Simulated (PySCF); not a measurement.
Choosing a molecule for a target property.

Each SMILES stands for a single optimised conformer of the isolated species, non-relativistic unless stated; the electronic structure was computed with PySCF and density fitting.

Dipoles, sizes and rotational constants follow the conformer. The torsions of the flexible species, by atom-mapped SMILES:
- `[CH3:1]/[N:2]=[CH:3]\[C:4]#[C:5][C@@H:6]1[SiH2:7][C@@H:8]1[SiH2:9][Cl:10]`: Si7–C8–Si9–Cl10 102°
- `[CH3:1][S:2][Si:3]([CH3:4])([CH3:5])[CH2:6][CH2:7][F:8]`: C1–S2–Si3–C4 56°, S2–Si3–C6–C7 -159°, Si3–C6–C7–F8 -55°
- `[CH3:1][S:2][CH2:3][SiH2:4][C:5]([CH3:6])([CH3:7])[F:8]`: C1–S2–C3–Si4 80°, S2–C3–Si4–C5 92°, C3–Si4–C5–C6 -56°

(1) Wanted: smallest rotational constant above 0.7 GHz (GFN2-xTB) and HOMO–LUMO gap above 6 eV (PBE0/pcSseg-1), at GFN2-xTB geometries. Which candidate meets both?
A. `CSC[SiH2]C(C)(C)F`
B. `C#C[Si@@H]1C=C(C#CC)[SiH2]O1`
C. `C/N=C\C#C[C@@H]1[SiH2][C@@H]1[SiH2]Cl`
D. `CS[Si](C)(C)CCF`

(2) Wanted: dipole moment between 1.7 D and 2.7 D (PBE0/pcSseg-1) and HOMO energy above -6.7 eV (PBE0/pcSseg-1), at GFN2-xTB geometries. Which candidate meets both?
A. `CS[Si](C)(C)CCF`
B. `C#C[Si@@H]1C=C(C#CC)[SiH2]O1`
C. `C/N=C\C#C[C@@H]1[SiH2][C@@H]1[SiH2]Cl`
D. `CSC[SiH2]C(C)(C)F`

Answers

(1) D. Computed values:
```csv
species,smallest rotational constant,HOMO–LUMO gap
C/N=C\C#C[C@@H]1[SiH2][C@@H]1[SiH2]Cl,0.346 GHz,5.53 eV
C#C[Si@@H]1C=C(C#CC)[SiH2]O1,0.428 GHz,5.64 eV
CSC[SiH2]C(C)(C)F,0.670 GHz,7.00 eV
CS[Si](C)(C)CCF,0.770 GHz,7.26 eV
```

(2) D. Computed values:
| species | dipole moment | HOMO energy |
| --- | --- | --- |
| CS[Si](C)(C)CCF | 1.46 D | -6.54 eV |
| CSC[SiH2]C(C)(C)F | 2.01 D | -6.25 eV |
| C#C[Si@@H]1C=C(C#CC)[SiH2]O1 | 2.26 D | -7.02 eV |
| C/N=C\C#C[C@@H]1[SiH2][C@@H]1[SiH2]Cl | 3.17 D | -6.76 eV |
